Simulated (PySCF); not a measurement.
Isomers of C8H14, one GFN2-xTB conformer each. Single-point energies are computed at PBE0/pcSseg-1 (PySCF, gas phase, no added dispersion term), electronic only.

Problem. Rank them by PBE0/pcSseg-1 energy, lowest first (kcal/mol).
A. `[CH3:1][CH:2]([CH3:3])[C@@H:4]1[CH:5]=[CH:6][CH2:7][CH2:8]1` with C1–C2–C4–C5 -62°, C2–C4–C5–C6 -136°, C5–C6–C7–C8 13°, C6–C7–C8–C4 -20°, C2–C4–C8–C7 144°
B. `[CH2:1]1[CH2:2][C@H:3]2[CH2:4][CH2:5][CH2:6][C@H:7]2[CH2:8]1` with C8–C1–C2–C3 -39°, C1–C2–C3–C4 -91°, C2–C3–C4–C5 140°, C3–C4–C5–C6 -40°

Solution. B (0.0), A (17.8).

As drawn, the higher has a C=C bond outside aromatic rings, which the lower lacks. GFN2-xTB itself gives, in the same order: 0.0, 28.2. Both levels put the same isomer lowest.

Problem. Which frontier levels, dipoles and rotational constants go with these structures?

Solution. 
| SMILES | HOMO (eV, PBE0/pcSseg-1) | LUMO (eV) | dipole (D) | A, B, C (MHz) |
| --- | --- | --- | --- | --- |
| C1C[C@H]2CCC[C@H]2C1 | -8.61 | 1.31 | 0.09 | 3467, 2003, 1541 |
| CC(C)[C@@H]1C=CCC1 | -6.88 | 0.66 | 0.18 | 3904, 1434, 1113 |
